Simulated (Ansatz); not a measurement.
Species: CH3AlF, charge 0, doublet. CH3AlF (SMILES [CH3][Al][F], doublet).
B3LYP-D3(BJ)/def2-TZVP minimum from Ansatz (a first-principles code):
```
C
H 1 1.0896
H 1 1.0937 2 109.12
H 1 1.0937 2 109.12 3 117.96
Al 1 1.9765 2 112.88 3 -121.02
F 5 1.6675 1 115.82 2 180.00
```
Charge 0, spin multiplicity 2.

Wanted: atomisation energy (electronic, to ground-state atoms), in kJ/mol. Open shells are spin-unrestricted; no spin-orbit coupling. CBS(X,Y): correlation extrapolated as X^-3, Hartree-Fock from the larger set. A bracket is a step between two methods taken in the basis named. The functionals are non-relativistic, so their misses hold any scalar relativity. Double hybrids freeze cores in their MP2 part. '+ core + X2C': CCSD(T) terms for core correlation (cc-pwCVTZ, 1s frozen past Ne) and scalar relativity (cc-pVTZ-DK). For partners of very few electrons the exact lower level stands in for a higher one. The spin of CH3AlF ([CH3][Al][F], doublet) was assumed, and the state is the lowest solution found for it.

CCSD(T)/CBS(cc-pV(T+d)Z,cc-pV(Q+d)Z) + [CCSDT(Q) - CCSD(T)]/cc-pV(D+d)Z + core + X2C (Ansatz) gives 2115.6 kJ/mol.

Task: How far off this value is PBE/def2-TZVPD (Ansatz), in which direction, and how far these levels: r2SCAN/def2-TZVPD, PBE0/def2-TZVPD, wB97M-V/def2-TZVPD, B2PLYP/def2-TZVPD, CCSD(T)/CBS(cc-pV(T+d)Z,cc-pV(Q+d)Z) + core + X2C?

Result: PBE gives 2128.8 kJ/mol, 13.2 kJ/mol above it. Differences of the others: r2SCAN/def2-TZVPD (Ansatz) 8.4; PBE0/def2-TZVPD (Ansatz) -21.5; wB97M-V/def2-TZVPD (Ansatz) -14.5; B2PLYP/def2-TZVPD (Ansatz) -30.7; CCSD(T)/CBS(cc-pV(T+d)Z,cc-pV(Q+d)Z) + core + X2C (Ansatz) -1.9 kJ/mol.
